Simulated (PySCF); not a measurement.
Be(H)(GeH3) (BeGeH4), SMILES [BeH][GeH3].

Geometry: B3LYP-D3(BJ)/def2-TZVP.

These are r2SCAN/def2-TZVPD run with PySCF values and carry that method's errors.

Isolated molecule, no solvent.

```
Quantity                                                                                                       Result
---------------------------------------------------------------------------------------------  ----------------------
total energy                                                                                      -2094.09528 hartree
point group                                                                                                       C3v
highest occupied level                                                                                       -7.04 eV
lowest empty level                                                                                           -1.80 eV
orbital gap                                                                                                   5.24 eV
dipole moment                                                                                                  0.49 D
quadrupole, principal values (traceless, Buckingham form, about the centre of nuclear charge)   -5.37, 2.68, 2.68 D·Å
mean static polarisability                                                                       54.7 bohr³ (8.11 Å³)
polarisability, principal values                                                               51.0, 51.0, 62.2 bohr³
```
